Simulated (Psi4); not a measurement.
Psi4 input (wB97X-D/6-31G*):

```
memory 1500 MB

molecule {
0 2
C     0.39948600    2.33212600    0.65042300
C     0.37391600    1.10707100    0.30952400
B    -0.03454400   -0.27967200   -0.07576200
C     1.09321800   -1.35753800   -0.30797400
C    -1.55145200   -0.64939100   -0.25119800
H     1.13707300   -1.96890300    0.60254200
H     2.09068700   -0.95705200   -0.48161900
H     0.82247600   -2.03385900   -1.12236100
H    -2.23900000   -0.00869900    0.29898700
H    -1.78481500   -0.53090800   -1.31754900
H    -1.74470200   -1.69582800   -0.00584400
symmetry c1
no_reorient
no_com
}

set {
  basis 6-31G*
  reference uks
  scf_type pk
  dft_radial_points 99
  dft_spherical_points 590
  e_convergence 1e-8
  d_convergence 1e-7
  maxiter 150
}

e = energy('wb97x-d')
print_out(f'\nFINAL {e:.10f} DIPOLE {variable("CURRENT DIPOLE")[0]:.6f} {variable("CURRENT DIPOLE")[1]:.6f} {variable("CURRENT DIPOLE")[2]:.6f}\n')
```

From the output:

```
              A
    DOCC [    17 ]
    SOCC [     1 ]
    NA   [    18 ]
    NB   [    17 ]

  @UKS Final Energy:  -180.66194182872090

   => Energetics <=

    Nuclear Repulsion Energy =            127.3081766152775600
    One-Electron Energy =                -493.0293139652793570
    Two-Electron Energy =                 204.0192454066622361
    DFT Exchange-Correlation Energy =     -18.9561011922017926
    Empirical Dispersion Energy =          -0.0039486931795217
    VV10 Nonlocal Energy =                  0.0000000000000000
    Total Energy =                       -180.6619418287208987

  UHF NO Occupations:
  HONO-2 :   16  A 1.9991828
  HONO-1 :   17  A 1.9928849
  HONO-0 :   18  A 1.0000000
  LUNO+0 :   19  A 0.0071151
  LUNO+1 :   20  A 0.0008172
  LUNO+2 :   21  A 0.0002152
  LUNO+3 :   22  A 0.0001270

Computation Completed

Properties will be evaluated at   0.000000,   0.000000,   0.000000 [a0]

Properties computed using the SCF density matrix

 Multipole Moments:

 ------------------------------------------------------------------------------------
     Multipole            Electronic (a.u.)      Nuclear  (a.u.)        Total (a.u.)
 ------------------------------------------------------------------------------------

 L = 1.  Multiply by 2.5417464519 to convert [e a0] to [Debye]
 Dipole X            :          0.0153239            0.0000132            0.0153371
 Dipole Y            :         -1.0457812           -0.0000019           -1.0457831
 Dipole Z            :         -0.2970562           -0.0000076           -0.2970637
 Magnitude           :                                                    1.0872647

 ------------------------------------------------------------------------------------

FINAL -180.6619418287 DIPOLE 0.015337 -1.045783 -0.297064

*** Psi4 exiting successfully. Buy a developer a beer!
```

The geometry given is a B3LYP-D3(BJ)/def2-TZVP minimum.
